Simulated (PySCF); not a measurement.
Constitutional and geometric isomers with formula H5FSi3. All species are isolated molecules in the gas phase. One relaxed conformer stands for each flexible species; it need not be the lowest. Strings in code marks are SMILES.

Quantity: vertical ionisation energy (energy after one electron is removed minus that of the parent at the parent's geometry), in eV.

A: `F[SiH2][SiH]=[SiH2]` (F–Si–Si–Si torsion 1°)
B: `F/[SiH]=[SiH]\[SiH3]`
C: `F[Si](=[SiH2])[SiH3]`
D: `F/[SiH]=[SiH]/[SiH3]`

Task: Order them by vertical ionisation energy (energy after one electron is removed minus that of the parent at the parent's geometry) (lowest first) at the level B3LYP/6-31G* // ωB97X-D3(BJ)/def2-TZVP (PySCF).

Result: C (7.82 eV), A (7.94 eV), B (7.98 eV), D (8.08 eV)
